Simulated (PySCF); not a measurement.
Removing the step error of a finite difference

System: H3NSi (SMILES N[SiH]), singlet, geometry from GFN2-xTB, atoms displaced at random by about 0.08 Å a coordinate. Level: HF/STO-3G, gradient (PySCF). Sums are taken with unrounded values, so a last digit can differ.

Central differences of the energy along x of atom 5 gave a gradient component of 0.019131 Eh/bohr at step 0.05 and 0.019597 Eh/bohr at step 0.2 (atomic units).

Extrapolate to zero step.

The leading error of a symmetric difference goes as h², so A(h) = A0 + c h². Then c = (0.019597 - (0.019131))/(0.2² - 0.05²) = 0.0124 (atomic units) and A0 = 0.019131 - c × 0.05² = 0.019100 Eh/bohr. The analytic value from the same program and level is 0.019099 Eh/bohr: the smaller step missed it by 0.000032, the extrapolation by 0.000001.
